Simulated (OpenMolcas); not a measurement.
## Sr II: effect of the active space

- Program: OpenMolcas
- Method: SS-CASPT2, IPEA 0.25 Eh, imaginary shift 0.1 Eh
- Basis: ANO-RCC-VQZP
- Scalar Hamiltonian: DKH2, point nucleus
- Spin-orbit coupling: RASSI with atomic mean-field integrals over the reference wave functions, term energies averaged over their components

A. 1 electron in 4 orbitals (5s 5p); 2S+1 = 2 even, 1 root; 2S+1 = 2 odd, 3 roots; closed shells correlated: 4s 4p; CASPT2 step of the order of 1 core-seconds
B. 1 electron in 9 orbitals (4d 5s 5p); 2S+1 = 2 even, 6 roots; 2S+1 = 2 odd, 3 roots; closed shells correlated: 4s 4p; CASPT2 step about 3 core-seconds

Energies in cm-1 above 5s 2S 1/2, the measured ground level; measured values from NIST Handbook of Basic Atomic Spectroscopic Data.

```json
{"Level": "5s 2S 1/2", "A": "0.0", "B": "0.0", "Measured": "0.0"}
{"Level": "5p 2P* 1/2", "A": "23790", "B": "23730", "Measured": "23715"}
{"Level": "5p 2P* 3/2", "A": "24350", "B": "24290", "Measured": "24517"}
```

Deviations, from unrounded energies. A percentage is the sum of absolute deviations over the sum of measured energies, with the sign that they share, or ± where signs differ.

| Against measurement | Levels | A | B |
| --- | --- | --- | --- |
| mean absolute deviation (cm-1) | 2 | 120 | 120 |
| other configurations (%) | 2 | ±0.5 | ±0.5 |

A, B lie about equally close to measurement. The largest miss of B in the table is 5p 2P* 3/2, by -230 cm-1. The ranking rests on the paired levels alone, and a cruder setting can come out closer through cancelling errors.

Between A and B the level of the table that moves most is 5p 2P* 1/2, by 68 cm-1 (lowest in B, highest in A). Moves below CASPT2's spread within the term are not significant.

ANO sets are built for ground and valence states and can reach diffuse excited orbitals poorly. With one active electron, CASPT2 adds the correlation within the correlated inactive shells and between them and that electron, and leaves the splitting within a term as the reference gives it. Measured partners are found by configuration, term and J. A level has none where our copy of the source lacks it or the pairing is in doubt (some pairs that miss far off the trend of their configuration count as doubtful), and it then counts in no deviation. Levels of configurations outside the active space are missing. The table leaves out levels that lie high or whose names do not pair safely across all columns.

* marks odd parity.
